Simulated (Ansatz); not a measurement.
Ansatz (a first-principles code) input:

Ansatz 0.2 input:
```yaml
crystal:
  periodic: [false, false, false]
  atoms:
    - {symbol: C, position_ang: [2.31820252, 0.86759351, 0.28134972]}
    - {symbol: Si, position_ang: [1.34704606, -0.82893138, 0.37677479]}
    - {symbol: O, position_ang: [0.04397300, -0.39899893, -0.77080407]}
    - {symbol: Si, position_ang: [-1.52007366, -0.19334823, -0.48252234]}
    - {symbol: C, position_ang: [-1.88914508, 1.18373544, 0.75079970]}
    - {symbol: H, position_ang: [3.32733205, 0.74793712, 0.69622942]}
    - {symbol: H, position_ang: [2.41210888, 1.23431488, -0.74774977]}
    - {symbol: H, position_ang: [1.81478284, 1.64106404, 0.87220996]}
    - {symbol: H, position_ang: [2.24552247, -1.55347793, -0.65446564]}
    - {symbol: H, position_ang: [-2.21498690, -1.41783014, 0.02901546]}
    - {symbol: H, position_ang: [-2.22103924, 0.15757904, -1.76021890]}
    - {symbol: H, position_ang: [-2.96642968, 1.30976768, 0.89943806]}
    - {symbol: H, position_ang: [-1.47249731, 2.13396494, 0.40797153]}
    - {symbol: H, position_ang: [-1.42853557, 0.94261281, 1.71157164]}
basis:
  gaussian:
    orbitals: def2-TZVPD
hamiltonian:
  xc: {name: BHLYP}
total_charge: -1
output: {forces: true}
```

**Question.** Predict the final energy.

**Answer.** -735.92598 Eh (BHLYP/def2-TZVPD). The basis has 281 functions.

It need not be the lowest isomer of its formula. Whether it binds its extra electron was not tested at this geometry.
